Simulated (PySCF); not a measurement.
C₄H₁₃BN₂Si.
SMILES: `CB(C)N1CCN[SiH2]1`

The closed-shell ground state was solved at several levels (PySCF, density fitting, gas phase, non-relativistic). One conformer (not necessarily the lowest) at the PBE0-D3(BJ)/def2-SVP geometry, without solvent, vibrations or thermal averaging.

```
            level  basis functions  total energy (Eh)  HOMO (eV)  LUMO (eV)  gap (eV)  dipole (D)
wB97X-D/def2-SVPD              268          -583.8100      -8.69       1.90     10.59        1.65
     KT2/pcSseg-1              208          -591.7322      -5.49      -0.34      5.15        1.80
```

Problem. What might PBE0/pcSseg-1 (208 basis functions) give for the same quantities?

Solution. Total energy -583.6643 Eh, HOMO -6.75 eV, LUMO 0.72 eV, gap 7.47 eV, dipole 1.81 D.

Problem. Over all these levels, which gives the widest orbital gap and which the narrowest?

Solution. wB97X-D/def2-SVPD (range-separated hybrid) has the widest, 10.59 eV, and KT2/pcSseg-1 (GGA) the narrowest, 5.15 eV. Functional and basis both differ between the two, so the spread mixes both effects.

Problem. How far do the dipole and the HOMO energy spread over the levels?

Solution. The dipole runs from 1.65 to 1.81 D (mean 1.75 D) and the HOMO from -8.69 to -5.49 eV.

wB97X-D is run here without its empirical dispersion term; that term would change no orbital, density or response property at a fixed geometry.
